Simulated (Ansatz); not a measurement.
`N[SiH](N)F` → H• + `N[Si](N)F`•  (homolysis of the H–Si bond)

Program: Ansatz. Geometries: PBE0-D4/def2-TZVP. ΔE: electronic, gas phase. CCSD(T)/CBS adds triple-zeta CCSD(T) − MP2 to the extrapolated MP2 energy (def2 sets, frozen cores). This one scheme is used for every species, atoms too. DFT in def2-TZVPP. HSE06 is defined as in plane-wave codes. Open shells (•) are unrestricted, without spin–orbit coupling. One conformer a species, not always the lowest.

`N[SiH](N)F`:

```xyz
9

N    -0.789   -1.205    0.045
Si   -0.051    0.261    0.484
N     0.926    0.759   -0.808
F    -1.287    1.215    0.848
H    -1.639   -1.510    0.486
H    -0.249   -1.973   -0.317
H     0.810    0.296    1.689
H     1.688    1.400   -0.670
H     0.591    0.758   -1.757
```

`N[Si](N)F`•:

Z-matrix (Å, degrees):
```
N
Si 1 1.712
H 1 1.008 2 119.3
H 1 1.008 2 119.1 3 -142.4
N 2 1.701 1 106.6 3 -159.6
F 2 1.611 1 103.4 3 -36.8
H 5 1.005 2 121.7 1 -162.3
H 5 1.009 2 121.3 1 42.9
```

```tsv
level	ΔE (kJ/mol)
HSE06	403.1
CCSD/def2-TZVPP	424.9
```

(1) What does CCSD(T)/CBS give? (Best estimate.)

Largest T1 diagnostic among the species: 0.013.

Results:

(1) Ansatz gave: +430.1 kJ/mol. The listed levels differ from it by -27.0, -5.2 kJ/mol.

At CCSD(T), def2-SVP lies −15.3 kJ/mol from the extrapolated value and def2-TZVPP −5.8 kJ/mol: correlation converges slowly with the basis, and small sets miss more of it in the bonded molecule than in its fragments. From PBE to PBE0 (25 % exact exchange), in def2-TZVPP and without D4, ΔE moves by +9.3 kJ/mol. In def2-TZVPP, CCSD(T) changes the Hartree–Fock value by +78.9 kJ/mol (the triples alone add −0.7 kJ/mol) and MP2 by +67.9 kJ/mol; breaking electron pairs costs correlation energy, which Hartree–Fock lacks.
